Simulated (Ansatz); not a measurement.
Input for Ansatz (a quantum-chemistry and plane-wave program): U-PBE/cc-pV(T+d)Z on F2H2Si (SMILES F[SiH2]F), a point of a bond scan (R = 1.617 Å). Files ending in .json are basis or fitting sets from the Basis Set Exchange.

Ansatz 0.2 input:
```yaml
crystal:
  periodic: [false, false, false]
  atoms:
    - {symbol: Si, position_ang: [0.22395286, -0.14590633, 0.36051960]}
    - {symbol: F, position_ang: [-0.89516694, -0.95086907, -0.43504308]}
    - {symbol: F, position_ang: [0.40909919, 1.26754447, -0.34742940]}
    - {symbol: H, position_ang: [1.61635039, -0.96024139, 0.25180348]}
    - {symbol: H, position_ang: [-0.25049912, 0.07882097, 1.73329117]}
basis:
  gaussian:
    orbitals: cc-pV_T+d_Z.json
hamiltonian:
  xc: {name: PBE}
magnetization: {spin_polarized: true, initial_magnetization: 0}
```

Output:

```
WARN ansatz: RAYON_NUM_THREADS=1 ignored (pool sized by the plan → 1); use --threads N
Functional definition: PBE
integrals: 0.04 GiB planned
710 factors; their error is unknown
mean field: 0.40 GiB planned
mean field evaluation 1: about -13337.5637 eV, gradient 3.2e1 eV
mean field evaluation 2: about -13329.0639 eV, gradient 6.5e1 eV
mean field evaluation 4: about -13340.2953 eV, gradient 6.3e-1 eV
mean field evaluation 8: about -13340.2775 eV, gradient 8.6e-2 eV
mean field -13340.27747751 eV, -490.2461549336 hartree, gradient 3.0e-5 eV, S^2 0.000000; 0 other end points of the search recorded, 0 dependent functions left out
reference -13340.27750759 eV, -490.2461560391 hartree; 17, 17 occupied and 110, 110 virtual orbitals, 710 factors
Total energy: -13340.27750759 eV, -490.2461560391 hartree
```

The calculation finished and met its thresholds.

Cost: around 2.1 core-seconds (rough).
